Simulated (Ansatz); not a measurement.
Ansatz results at the PBE0-D4/def2-TZVP geometry: HOMO energy (PBE/def2-TZVPP) -6.39 eV; size of the dipole moment (B3LYP/def2-TZVPP) 2.49 D; HOMO energy (B3LYP/def2-TZVPP) -7.79 eV.

Each molecule was computed in one conformer, which needn't be the lowest.

Q: Which molecule gave them?
A. `C[Si](F)(F)C=O`
B. `O=CC(F)(F)[SiH3]`
C. `FCOC[SiH3]`
D. `FC1N=C[SiH2]O1`

A: B. The others give `C[Si](F)(F)C=O`: -5.83, 0.95, -7.19; `FCOC[SiH3]`: -6.54, 1.84, -7.77; `FC1N=C[SiH2]O1`: -6.49, 2.97, -7.70.

B3LYP here is the variant with VWN-RPA as its local correlation; programs differ in this.
